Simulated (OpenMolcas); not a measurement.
**Eu3+ in octahedral coordination: ligands and hosts compared**

```yaml
Program: OpenMolcas 26.06
Method: CASSCF
Active_space: 6 electrons in 7 orbitals (4f)
Spin-orbit_coupling: RASSI with atomic mean-field integrals over the reference wave functions
```

Distances were set from a Shannon-type radius of the metal (high-spin where two are listed) plus a fixed donor radius (O 1.38, F 1.31, H2O 1.36, Cl 1.76, Br 1.91 Å), in hosts weighted 0.65 to 0.35 with the host's distance in the model lattice. Anionic complexes are neutralised by point charges, and hosts are embedded clusters. Ligand basis ANO-RCC-VDZP. States (labels of the rotation group of each site). Energies in cm-1 above the lowest state or level, χT in cm3 K/mol; under a threefold ground state the first gap can be a small split of the lowest multiplet, not the spin-orbit step.

```
Ligand or host  R (Å)   Metal basis  Outer charge (e at Å behind ligand)  Ground state  First state of that spin  First gap with spin-orbit (degeneracies)  χT at 300 K
           SrO  2.416  ANO-RCC-VDZP                                                7T1                 7T2 575.1                              358.5 (1, 3)        1.367
        CsCaF3  2.259  ANO-RCC-VDZP                                                7T1                 7A2 639.9                              361.2 (1, 3)        1.358
         KCdF3   2.22  ANO-RCC-VDZP                                                7T1                 7T2 714.1                              358.4 (1, 3)        1.373
             O   2.33  ANO-RCC-VDZP                           1.5 at 3.2           7T1                 7T2 533.7                              362.5 (1, 3)        1.348
           H2O   2.31  ANO-RCC-VDZP                                                7T1                 7A2 584.5                              363.2 (1, 3)        1.348
      Cs2NaYF6  2.229  ANO-RCC-VDZP                                                7T1                 7T2 734.7                              358.3 (1, 3)        1.374
            Cl   2.71  ANO-RCC-VDZP                           0.5 at 2.4           7T1                 7A2 212.8                              369.0 (1, 3)        1.314
            Br   2.86  ANO-RCC-VDZP                           0.5 at 2.6           7T1                 7A2 148.0                              369.4 (1, 3)        1.311
           CaO  2.354  ANO-RCC-VDZP                                                7T1                 7T2 728.0                              352.7 (1, 3)        1.398
```

The rows also differ in their outer charges, so part of each step comes from that.

High states are left out of the spin-orbit mixing, which shifts the levels that they would mix with. Without dynamic correlation the ligand-field splitting of an f shell can come out too small, at times by half. The oxide ions are held by bare point charges, a crude embedding (holds for O). No measured value stands beside these numbers; the geometry was imposed, not optimised, and the real ion may take another.
